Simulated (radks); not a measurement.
Results of a calculation; reference values are marked as such.
Species: the tellurium ion Te+. Configuration: [Kr] 4d10 5s1 5p4 (not the ground configuration). Code: a radial shooting solver on a logarithmic mesh with Libxc functionals. Model: Dirac Kohn-Sham, PBEsol, spin-unpolarised, spherical densities, point nucleus; open shells are shared between the two j in proportion to 2j + 1.

Unscreened Slater integrals over Kohn-Sham orbitals (cm^-1). Large and small components are both included.

integral,value
"F0(5p3/2,5p3/2)",80017
"F2(5p3/2,5p3/2)",42957
"F0(5p3/2,5p1/2)",81547
"G2(5p3/2,5p1/2)",43593
"F0(5p3/2,5s1/2)",87433
"G1(5p3/2,5s1/2)",56633
"F0(5p3/2,4d5/2)",100770
"F2(5p3/2,4d5/2)",26797
"G1(5p3/2,4d5/2)",8446.6
"G3(5p3/2,4d5/2)",7718.0
"F0(5p1/2,5p1/2)",83197
"F0(5p1/2,5s1/2)",89581
"G1(5p1/2,5s1/2)",59859
"F0(5p1/2,4d5/2)",104390
"G3(5p1/2,4d5/2)",8765.9
"F0(5s1/2,5s1/2)",98088
"F0(5s1/2,4d5/2)",120160
"G2(5s1/2,4d5/2)",15372
"F0(4d5/2,4d5/2)",203620
"F2(4d5/2,4d5/2)",102710
"F4(4d5/2,4d5/2)",67954
